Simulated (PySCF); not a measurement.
PySCF job for Cu(Cl)(OH2) (ClCuH₂O), SMILES [OH2]->[Cu][Cl], multiplicity 1, B3LYP-D3(BJ)/def2-TZVP. Coordinates come from a B3LYP-D3(BJ)/def2-TZVP optimisation. The multiplicity is an assumed one; other spin states were not compared.

```python
import numpy as np
from pyscf import gto, scf, dft, df
from pyscf.hessian import thermo

mol = gto.M(
    atom='''
    Cu    0.26709831    0.02240663    0.00000000
    Cl   -1.82096299   -0.02266082    0.00000000
    O     2.23727550    0.05143048   -0.00000000
    H     2.65615791   -0.33800104    0.77749846
    H     2.65615791   -0.33800104   -0.77749846
    ''',
    basis='def2-TZVP',
    charge=0,
    spin=0,
    max_memory=1600,
    verbose=3,
)
mf = dft.RKS(mol, xc='b3lyp').density_fit(auxbasis='def2-universal-jkfit')
mf.disp = 'd3bj'
mf.grids.level = 3
mf.conv_tol = 1e-11
mf.max_cycle = 100
mf.kernel()

# [left out here: the lines that compute and print the analytic Hessian (its translational invariance restored by hand, since the grid's response is missing), thermochemistry and intensities]
```

Program output:

```
converged SCF energy = -2177.34506985255

WARN: DFTD3 does not support analytical Hessian, using finite difference


WARN: Mole.unit (angstrom) is changed to Bohr

Mode                                 0                   1                   2
Irrep
Freq [cm^-1]                      106.6470            109.0397            325.7233
Reduced mass [au]                   7.5950              7.5998              7.1044
Force const [Dyne/A]                0.0509              0.0532              0.4441
Char temp [K]                     153.4412            156.8838            468.6434
Normal mode                   x     y     z       x     y     z       x     y     z
       0  Cu                 0.00 -0.00 -0.08    0.00 -0.08  0.00    0.01  0.00 -0.00
       1  Cl                -0.00  0.00  0.07   -0.00  0.07 -0.00   -0.10 -0.00  0.00
       2   O                -0.00  0.00  0.14   -0.01  0.14 -0.00    0.18 -0.01  0.00
       3   H                -0.13 -0.10  0.15    0.07  0.22  0.00    0.22  0.03 -0.00
       4   H                 0.13  0.10  0.15    0.07  0.22 -0.00    0.22  0.03  0.00
Mode                                 3                   4                   5
Irrep
Freq [cm^-1]                      406.5921            435.2617            580.6110
Reduced mass [au]                   1.2693             17.9798              1.1128
Force const [Dyne/A]                0.1236              2.0070              0.2210
Char temp [K]                     584.9955            626.2447            835.3699
Normal mode                   x     y     z       x     y     z       x     y     z
       0  Cu                -0.00  0.01  0.00   -0.08 -0.00 -0.00    0.00 -0.00 -0.01
       1  Cl                 0.01 -0.00 -0.00    0.09  0.00  0.00    0.00  0.00  0.00
       2   O                -0.07 -0.09 -0.00    0.11 -0.00  0.00   -0.00 -0.00  0.07
       3   H                 0.40  0.48  0.02    0.12 -0.00 -0.00    0.62  0.11 -0.21
       4   H                 0.40  0.48 -0.02    0.12 -0.00  0.00   -0.62 -0.11 -0.21
Mode                                 6                   7                   8
Irrep
Freq [cm^-1]                     1620.7309           3762.0042           3851.3476
Reduced mass [au]                   1.0855              1.0435              1.0841
Force const [Dyne/A]                1.6799              8.7013              9.4744
Char temp [K]                    2331.8709           5412.6865           5541.2317
Normal mode                   x     y     z       x     y     z       x     y     z
       0  Cu                 0.00  0.00  0.00   -0.00  0.00 -0.00    0.00  0.00  0.00
       1  Cl                 0.00 -0.00 -0.00    0.00 -0.00  0.00    0.00 -0.00 -0.00
       2   O                -0.06  0.04 -0.00   -0.04  0.03  0.00    0.00 -0.00  0.07
       3   H                 0.43 -0.34 -0.40    0.28 -0.25  0.58   -0.30  0.27 -0.54
       4   H                 0.43 -0.34  0.40    0.28 -0.25 -0.58    0.30 -0.27 -0.54
temperature 298.1500 [K]
pressure 101325.00 [Pa]
Rotational constants [GHz] 332.60753 2.33592 2.32605
Symmetry number 1
Zero-point energy (ZPE) 0.02551 [Eh]   66978.660 [J/mol]
                           tot       elec      trans        rot        vib
Entropy [J/mol/K]       305.666      0.000    168.139     94.985     42.542
Cv [J/mol/K]             64.613      0.000     12.472     12.472     39.670
Cp [J/mol/K]             72.927      0.000     20.786     12.472     39.670
Internal energy [J/mol]                      3718.434   3718.434  73757.490
Internal energy [Eh]   -2177.31414  -2177.34507
Enthalpy [J/mol]                             6197.391   3718.434  73757.490
Enthalpy [Eh]          -2177.31320
Gibbs free energy [J/mol]                  -43933.357 -24601.304  61073.531
Gibbs free energy [Eh] -2177.34791
mode   freq/cm-1   IR/(km/mol)
   1      106.65         0.086
   2      109.04         4.480
   3      325.72         9.480
   4      406.59       268.236
   5      435.26        24.922
   6      580.61        13.800
   7     1620.73       101.574
   8     3762.00        55.384
   9     3851.35       149.629
max |gradient| / (hartree/bohr): 2.5306619241401027e-05
APT charges: [ 0.4191 -0.5599 -0.4985  0.3196  0.3196]
```

The run converged.

Cost: very roughly 70 core-seconds.
